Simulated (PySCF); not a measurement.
Species: GeH₈NP₃.
Atom-mapped SMILES: `[NH2:1][Ge:2]([PH2:3])([PH2:4])[PH2:5]` (hydrogens: H6, H7 on N1; H8, H9 on P3; H10, H11 on P4; H12, H13 on P5)

Computed by this run: PySCF, PBE0-D3(BJ)/def2-SVP geometry optimisation, gas phase; density fitting, grid level 1; the optimiser is geomeTRIC in internal coordinates, started from a GFN2-xTB structure with every atom displaced at random (about 0.01 Å).

Step 0: E = -85969.5904 eV
```
atom  x, y, z in Å  |  force x, y, z in eV/Å
N1     -0.2139   -1.0225    1.7558   -0.166   2.128   0.140
Ge2    -0.1183   -0.2303    0.0844    0.070  -0.501   0.312
P3     -2.0592   -0.7597   -1.2166    0.750  -0.731   0.435
P4      1.8513   -1.2809   -0.7611   -1.530  -1.285   0.281
P5     -0.0162    2.0619    0.6550   -0.817  -0.612   0.482
H6     -0.2670   -2.0016    1.7734   -0.051  -1.857  -0.101
H7     -0.9514   -0.6506    2.3607    0.218  -0.052  -0.186
H8     -1.5587   -0.0533   -2.3149    0.167   0.339  -0.650
H9     -2.7103    0.3628   -0.7084   -0.469   0.649   0.289
H10     1.8495   -0.4902   -1.8860    0.100   0.683  -1.132
H11     2.6499   -0.4251   -0.0594    0.925   0.959   0.813
H12     1.3462    2.0006    0.9609    0.674  -0.019   0.169
H13     0.2039    2.4718   -0.6542    0.128   0.300  -0.851
```

Problem. Estimate the geometry and energy of step 1. (The exact step hangs on the optimiser's Hessian estimate; all steps are aligned on step 0, rigid shifts and turns removed.)

Solution. E = -85969.8313 eV, largest force 0.445 eV/Å
```
atom  x, y, z in Å  |  force x, y, z in eV/Å
N1     -0.2249   -1.0337    1.8422    0.025  -0.442  -0.049
Ge2    -0.1183   -0.2810    0.1667    0.007   0.025  -0.086
P3     -1.9547   -0.7323   -1.2291   -0.002   0.131   0.005
P4      1.7711   -1.2553   -0.7951    0.109   0.348   0.001
P5     -0.0331    1.9994    0.6332    0.106   0.058  -0.108
H6     -0.2918   -2.0578    1.8494    0.026   0.382  -0.020
H7     -0.9661   -0.6574    2.4270   -0.041   0.031   0.009
H8     -1.4112    0.0009   -2.3371   -0.006  -0.048   0.103
H9     -2.6705    0.4068   -0.7317   -0.011  -0.090  -0.049
H10     1.7317   -0.4207   -1.9720   -0.028  -0.133   0.255
H11     2.6322   -0.3507   -0.0730   -0.098  -0.215  -0.185
H12     1.3649    1.9817    0.9434   -0.070   0.031  -0.011
H13     0.1766    2.3833   -0.7342   -0.017  -0.077   0.135
```

The energy changes by -0.2409 eV. The first-order estimate −F·Δx gives -0.5843 eV and the mean of the old and new forces, exact on a quadratic surface, -0.2501 eV. The step makes an angle of 70° with the force vector and moves no atom by more than 0.162 Å.

The cost below is that of the whole optimisation. On one thread, Intel Xeon Platinum 8488C (x86_64), on a shared host, this took 71 s wall and 0.67 GiB of memory at its peak.
